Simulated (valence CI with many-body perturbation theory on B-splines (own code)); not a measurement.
Results of a calculation; reference values are marked as such.
**Sensitivity of CI+MBPT for Tb XXXIV**

Level of theory: configuration interaction combined with many-body perturbation theory (CI+MBPT): four valence electrons over a frozen Dirac-Fock core [Ar] 3d10, radial functions for each j: 6 s, 6 p, 5 d, 3 f, 1 g, with the one-electron correlation potential Σ1 (screened to all orders), the two-electron term Σ2, the three-electron term Σ3, Breit, model QED; selected single and double excitations, second order for the rest, scaled by the run's own slope (own B-spline code, finite nucleus).

The last digits are not significant, and no measured levels were compared; by estimate large intervals hold to a few tenths of a per cent, small ones and those within an open d or f shell to about a per cent.

The reference run has the lowest level (4s^2 4p1/2^2) J=0 and an ionisation energy of 1395.02 eV. Its largest variational space holds 9992 state functions.

Levels are named by their leading jj configuration (3d3/2^4 stands for four electrons in 3d with j = 3/2), which in mixed levels can hold well under half, so a name can repeat and another be missing. Letters in brackets count levels of one name in rising energy.

Changed runs:
A. correlating orbitals by l 3 3 3 2 1 → 3 5 3 2 0
B. logarithmic knot step 0.27 → 0.33; Breit term on → off; QED terms on → off
C. lowest core n in screening and Σ2 1 → 3; cutoff of virtual states (hartree) 8450 → 9120
D. scale of Σ2 1 → -1 (bad on purpose)

Excitation energies of the reference run in cm⁻¹, and shifts in cm⁻¹:

| Level | Reference | A | B | C | D |
| --- | --- | --- | --- | --- | --- |
| (4s^2 4p1/2 4p3/2) J=1 | 353109 | -145 | +4136 | -4.4 | -2414 |
| (4s^2 4p1/2 4p3/2) J=2 | 381375 | +87 | +4365 | +2.0 | -1542 |
| (4s^2 4p3/2^2) J=2 | 755739 | -5.9 | +8381 | -1.4 | -3486 |
| (4s^2 4p3/2^2) J=0 | 818197 | +218 | +8145 | +11 | -1341 |
| (4s 4p1/2^2 4p3/2) J=2 | 949464 | -206 | +5921 | -27 | -5245 |
| (4s 4p1/2^2 4p3/2) J=1 | 1046710 | +129 | +5852 | +54 | +2367 |
| (4s 4p1/2 4p3/2^2) J=2 [a] | 1273070 | -362 | +9667 | -52 | -9242 |
| (4s^2 4p1/2 4d3/2) J=2 | 1327740 | +168 | +7769 | +22 | -2426 |
| (4s 4p1/2 4p3/2^2) J=3 | 1329010 | -85 | +10142 | -24 | -6534 |
| (4s 4p1/2 4p3/2^2) J=0 | 1389320 | +100 | +9596 | +0.2 | -3428 |
| (4s 4p1/2 4p3/2^2) J=1 [a] | 1408600 | +185 | +9143 | +86 | +3761 |
| (4s 4p1/2 4p3/2^2) J=1 [b] | 1449030 | +395 | +9287 | +111 | +8272 |
| Ionisation energy (eV) | 1395.02 | -0.06 | +1.44 | +0.022 | -0.18 |
